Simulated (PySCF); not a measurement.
# Solvent effects on NMR parameters

Atoms are numbered as in `[CH2:1]=[CH:2][CH2:3][C@H:4]([CH2:5][C:6]#[N:7])[S:8][CH3:9]`. Hydrogens are named by the atom that carries them. Ha(C1) is cis to C3; Ha(C3), Ha(C5) are pro-R; Hb(C3), Hb(C5) are pro-S; Hb(C1) is trans to C3.

GIAO PBE0/pcSseg-1 in PySCF 2.14.0 with density-fitted response routines on one PBE0-D3(BJ)/def2-SVP conformer, non-relativistic, equivalent nuclei averaged. Solvents enter as an IEF-PCM continuum (chloroform with ε = 4.7, water with ε = 78.4) around the gas-phase geometry. Shifts are referred to TMS, CS2 computed in the same medium.

In chloroform, δ in ppm: C2 142.9, C1 129.2, C6 127.8, C4 48.4, C3 35.5, C5 21.9, C9 19.1, S8 -48.1, H(C2) 6.40, Ha(C1) 5.77, Hb(C1) 5.63, H(C4) 2.78, Ha(C3) 2.70, Hb(C3) 2.43. Dipole moment 4.41 D.

(1) How does each δ change in the more polar medium?

(2) Which nuclei move most (in ppm), and what does the model miss?

Results:

(1) 
```tsv
atoms	environment	Δδ, water
C2	alkene CH	+1.3
C1	terminal =CH2 carbon	-0.3
C6	nitrile carbon	+2.0
C4	sp3 CH bonded to S	+0.1
C3	allylic sp3 CH2	+0.4
C5	sp3 CH2 α to a nitrile	+0.3
C9	methyl carbon bonded to S	+0.1
S8	sulfide sulfur	-2.6
H(C2)	hydrogen on an alkene CH	+0.04
Ha(C1)	hydrogen on a terminal =CH2 carbon	-0.03
Hb(C1)	hydrogen on a terminal =CH2 carbon	0.00
H(C4)	hydrogen on an sp3 CH bonded to S	+0.13
Ha(C3)	hydrogen on an allylic sp3 CH2	+0.09
Hb(C3)	hydrogen on an allylic sp3 CH2	-0.03
```

Changes are relative to chloroform. The dipole moment becomes 4.70 D in water.

(2) S8 (sulfide sulfur, -2.6 ppm) in water. A continuum only polarises the solute; specific hydrogen bonds, the anisotropy of aromatic solvents and changes of geometry or conformer are outside it.
